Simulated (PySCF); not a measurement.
PySCF 2.14 output of an unrestricted B2PLYP calculation on a single atom or ion in x2c-QZVPPall, with the spin-free X2C one-electron Hamiltonian (Gaussian nucleus):

```
SCF conv_tol = 1e-09
number electrons alpha = 41  beta = 39
    A. D. Becke.,  Phys. Rev. A 38, 3098 (1988)
    C. Lee, W. Yang, and R. G. Parr.,  Phys. Rev. B 37, 785 (1988)
    B. Miehlich, A. Savin, H. Stoll, and H. Preuss.,  Chem. Phys. Lett. 157, 200 (1989)
cycle= 1 E= -20247.5009294871  delta_E= -0.0196  |g|= 0.08  |ddm|= 0.559
cycle= 2 E= -20247.5230874544  delta_E= -0.0222  |g|= 0.118  |ddm|= 0.598
cycle= 3 E= -20247.5005388075  delta_E= 0.0225  |g|= 0.0382  |ddm|= 0.559
cycle= 4 E= -20247.4973038292  delta_E= 0.00323  |g|= 0.0165  |ddm|= 0.169
cycle= 5 E= -20247.497297436  delta_E= 6.39e-06  |g|= 0.00407  |ddm|= 0.0231
cycle= 6 E= -20247.4973040026  delta_E= -6.57e-06  |g|= 0.000899  |ddm|= 0.0107
cycle= 7 E= -20247.4973026346  delta_E= 1.37e-06  |g|= 0.000248  |ddm|= 0.00436
cycle= 8 E= -20247.4973025061  delta_E= 1.29e-07  |g|= 3.15e-05  |ddm|= 0.00112
cycle= 9 E= -20247.4973025039  delta_E= 2.15e-09  |g|= 6.61e-06  |ddm|= 0.000146
cycle= 10 E= -20247.4973025039  delta_E= 5.09e-11  |g|= 1.58e-06  |ddm|= 2.2e-05
converged SCF energy = -20247.4973025039  <S^2> = 2.0030739  2S+1 = 3.0020486
```

The run itself started from symmetry-adapted Hartree-Fock orbitals and held the occupation by maximum overlap, on a logarithmic radial grid, so the iterations belong to that start.

**Question.** Which element, charge and spin multiplicity is this?

**Answer.** Tl⁺ (thallium, charge +1), multiplicity 3; the state was [Xe] 4f14 5d9 6s2 6p1, one real determinant (an excited configuration). The SCF energy lacks the PT2 part of the double hybrid.

⟨L²⟩ = 8.00 against 12 for a pure F term, so this real determinant mixes terms. Spin-orbit coupling, absent here, splits the open shell strongly.
